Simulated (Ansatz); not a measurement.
Reaction (ligand exchange at the Si–Cl bond): `C[SiH2]Cl` + `CBN` → `CBN[SiH2]C` + HCl

Computed with Ansatz on PBE0-D4/def2-TZVP structures; ΔE is electronic, products minus reactants. CCSD(T)/CBS adds triple-zeta CCSD(T) − MP2 to the extrapolated MP2 energy (def2 sets, frozen cores). This one scheme is used for every species. DFT in def2-TZVPP. One conformer a species, not always the lowest.

`C[SiH2]Cl`:

Cartesian coordinates in Å:
```
C -0.385 -0.071 -0.932
Si 0.191 0.056 0.829
Cl 2.250 0.155 0.879
H -1.476 -0.126 -0.965
H 0.020 -0.967 -1.407
H -0.066 0.800 -1.508
H -0.211 -1.131 1.621
H -0.324 1.284 1.483
```

`CBN`:

```xyz
9

C    -1.108    0.186   -0.348
B     0.457    0.251   -0.269
N     1.176   -0.453    0.691
H    -1.425   -0.177   -1.332
H    -1.537    1.190   -0.254
H    -1.571   -0.451    0.412
H     1.089    0.918   -1.044
H     2.179   -0.425    0.759
H     0.741   -1.040    1.384
```

`CBN[SiH2]C`:

Z-matrix (Å, degrees):
```
C
B 1 1.569
H 1 1.096 2 109.5
H 1 1.095 2 110.2 3 115.4
H 1 1.093 2 115.7 3 -122.0
N 2 1.406 1 122.9 3 116.4
H 2 1.204 1 119.6 3 -63.2
Si 6 1.748 2 128.1 1 -0.3
H 6 1.009 2 116.2 1 -179.8
C 8 1.864 6 112.4 2 -70.2
H 8 1.489 6 106.0 2 169.4
H 8 1.487 6 109.9 2 52.1
H 10 1.092 8 110.9 6 60.5
H 10 1.093 8 110.6 6 -179.6
H 10 1.093 8 110.8 6 -59.5
```

HCl:

Cartesian coordinates in Å:
```
Cl -0.360 0.147 -0.508
H 0.360 -0.147 0.508
```

```tsv
level	ΔE (eV)
r2SCANh-D4	0.65
r2SCAN0-D4	0.65
BHLYP-D4	0.61
LC-ωPBE	0.67
```

**Question.** What does CCSD(T)/CBS give? (An estimate is asked.)

**Answer.** Computed: +0.59 eV. The listed levels differ from it by 0.06, 0.06, 0.02, 0.08 eV.

Largest T1 diagnostic among the species: 0.011.

From BLYP to BHLYP (50 % exact exchange), in def2-TZVPP and without D4, ΔE moves by −0.03 eV. In def2-TZVPP, CCSD(T) changes the Hartree–Fock value by −0.14 eV (the triples alone add −0.01 eV) and MP2 by −0.11 eV. Leaving LDA and LC-ωPBE aside and taking each functional with its dispersion term where it has one, the values, not all of them listed here, spread over 0.06 eV, from BLYP-D4 to B2PLYP. LDA lies −0.10 eV from PBE without D4.
